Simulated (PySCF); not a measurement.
## What each rung costs, and what it gives

Saddle point of SiNH₅F₂, closed shell (SiNH₃F₂ ([NH2][SiH]([F])[F]) + H₂ → SiH₂F₂ ([F][SiH2][F]) + NH₃; bonds formed: Si1–H7, N2–H6; bonds broken: Si1–N2, H6–H7), PBE0-D4/def2-TZVP structure:

Si1  (-0.704, -0.311, -0.112)
N2  (1.062, 0.220, -0.065)
F3  (-0.484, -1.662, -0.982)
F4  (-1.224, -0.999, 1.229)
H5  (-1.561, 0.416, -1.064)
H6  (0.384, 1.115, 0.436)
H7  (-0.671, 1.218, 0.809)
H8  (1.602, -0.218, 0.674)
H9  (1.597, 0.222, -0.927)
(Å)

Barriers are electronic and count from the start structure reached by relaxing down the imaginary mode.

Computed with PySCF 2.14 with density fitting (its default auxiliary sets; JK sets also for MP2 and CCSD(T)) (basis: as named in each row); correlated methods freeze the cores. B3LYP uses VWN-RPA correlation. Extrapolation: Hartree–Fock as exp(−7.88 √X), correlation as X^−2.97.

Times are rough, for one single point on 4 threads of a shared host (Arm Neoverse V2).

The estimate by CCSD(T) at an estimated basis limit (MP2 extrapolated from triple and quadruple zeta, plus CCSD(T) − MP2 in triple zeta) is 2.205 eV.

```json
{"method": "HF", "basis": "STO-3G", "time (s)": "under 1", "barrier (eV)": "3.603", "method less estimate": "1.398"}
{"method": "B3LYP-D4", "basis": "6-31G", "time (s)": "3", "barrier (eV)": "2.131", "method less estimate": "-0.074"}
{"method": "PBE0-D4", "basis": "def2-SVP", "time (s)": "4", "barrier (eV)": "1.784", "method less estimate": "-0.421"}
{"method": "PBE-D4", "basis": "def2-SVP", "time (s)": "4", "barrier (eV)": "1.642", "method less estimate": "-0.563"}
{"method": "MP2", "basis": "def2-QZVPP", "time (s)": "5", "barrier (eV)": "2.223", "method less estimate": "0.018"}
{"method": "SPW92", "basis": "def2-TZVPP", "time (s)": "8", "barrier (eV)": "1.415", "method less estimate": "-0.790"}
{"method": "BHLYP-D4", "basis": "def2-TZVPP", "time (s)": "10", "barrier (eV)": "2.301", "method less estimate": "0.096"}
{"method": "PBE0-D4", "basis": "def2-TZVPP", "time (s)": "11", "barrier (eV)": "1.932", "method less estimate": "-0.273"}
{"method": "B3LYP-D4", "basis": "def2-TZVPP", "time (s)": "11", "barrier (eV)": "2.145", "method less estimate": "-0.060"}
{"method": "PBE-D4", "basis": "def2-TZVPP", "time (s)": "12", "barrier (eV)": "1.801", "method less estimate": "-0.404"}
{"method": "CCSD(T)", "basis": "def2-SVP", "time (s)": "14", "barrier (eV)": "2.138", "method less estimate": "-0.067"}
{"method": "r2SCAN-D4", "basis": "def2-TZVPP", "time (s)": "28", "barrier (eV)": "1.951", "method less estimate": "-0.254"}
{"method": "wB97M-V", "basis": "def2-TZVPP", "time (s)": "140", "barrier (eV)": "2.104", "method less estimate": "-0.101"}
{"method": "CCSD(T)", "basis": "def2-TZVPP", "time (s)": "480", "barrier (eV)": "2.205", "method less estimate": "0.000"}
```

All methods are single points on the PBE0-D4 structures.

The T1 diagnostic stays at or below 0.012.

Labels in which every atom is bracketed show which atoms are joined, not bond orders.
